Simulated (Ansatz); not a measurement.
`B[TeH]`, charge 0, multiplicity 1.

Task: Give a relaxed structure at PBE0-D4/def2-TZVP (Ansatz). (Estimate.)

Result: Computed: 
Z-matrix (Å, degrees):
```
B
Te 1 2.098
H 1 1.189 2 120.6
H 1 1.191 2 116.2 3 -180.0
H 2 1.659 1 96.2 3 0.0
```
Point group Cs.
